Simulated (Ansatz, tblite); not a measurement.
Removing and adding an electron: `CCCCCCCCCCCCCCCCCCS`. Total charge 0; singlet. Geometry: PBE-D4/def2-SVP. Ansatz, gas phase; energy differences of separate SCF runs; the oxidised species was run as a doublet alone; the reduced species was run as a doublet alone.

The xTB rows come from tblite. Correlated methods freeze 23 core orbitals. Single mean-field runs in def2-TZVP are fitted with def2-universal-jkfit. HOMO above LUMO, or a gap near zero within one spin, warns that the state may not be the lowest or that an electron is smeared out.

(1) Estimate orbital energies and vertical ionisation energies and electron affinities at: GFN1-xTB; GFN2-xTB; PBE-D4/def2-TZVP; PBE0-D4/def2-TZVP; PBE-QIDH/def2-TZVP.

## Answers

(1) 
```csv
level,−HOMO (eV),vertical IE (eV),−LUMO (eV),vertical EA (eV),HOMO–LUMO gap (eV),IE − EA (eV),remarks
GFN1-xTB,10.76,13.36,4.88,2.63,5.88,10.73,–
GFN2-xTB,10.02,12.18,5.51,2.41,4.51,9.77,–
PBE-D4/def2-TZVP,5.50,7.97,0.45,–,5.06,–,gap within one spin near zero (+1 doublet)
PBE0-D4/def2-TZVP,6.75,8.69,-0.47,-1.63,7.22,10.31,HOMO above zero (-1 doublet)
PBE-QIDH/def2-TZVP,–,9.06,–,-2.07,–,11.13,–
```

Run but left out: PBE-D4/def2-TZVP (charge -1 doublet: an occupied level 0.04 eV above an empty one).   A HOMO above zero means that the electron is unbound at that level or that self-interaction error raises the level; the energy of removing that electron tells which. Raw xTB energy differences between charge states are shifted by several eV; the methods need an empirical correction for them. Sets without diffuse functions give affinities that are too small. A negative affinity means that the extra electron isn't bound; its size then hangs on the basis.
